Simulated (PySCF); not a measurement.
Coordinates in bohr (charge 0 multiplicity 2):
```
Hf    0.0000    0.0000    0.0000
O    -0.0211   -3.6598    0.0000
O    -3.1589    1.8481    0.0000
O     3.1800    1.8116    0.0000
H    -0.0316   -5.4823    0.0000
H    -4.7320    2.7685    0.0000
H     4.7636    2.7138    0.0000
```

All numbers come from UPBE/[Hf def2-SVP with ECP60, O def2-SVP, H def2-SVP], scalar-relativistic core potentials, density fitting, no spin–orbit coupling, PySCF.

This geometry of Hf(OH)3 is a stationary point at this level.

Question: What is the point group?

Answer: D3h.

Question: Is it a minimum?

Answer: Yes: all harmonic wavenumbers are real.

Question: Give the atomic charges and bond orders.

Answer: 
| atom | Mulliken | Löwdin | polar tensor | spin (Mulliken) | Mayer order to Hf1 |
| --- | --- | --- | --- | --- | --- |
| Hf1 | 0.60 | 0.03 | 1.41 | 1.07 | – |
| O2,3,4 | -0.38 | -0.11 | -0.82 | -0.02 | 1.26 |
| H5,6,7 | 0.18 | 0.10 | 0.35 | 0.00 | 0.06 |
Other Mayer orders above 0.3: O–H 0.93 (×3).

Question: What is the atomisation energy, with and without zero-point energy?

Answer: 3032 kJ/mol without, 2937 kJ/mol with.

Other isomers or separated fragments may lie lower. With open d or f shells other occupations or spin states may lie lower. Spin–orbit coupling, left out here, can matter for elements this heavy.
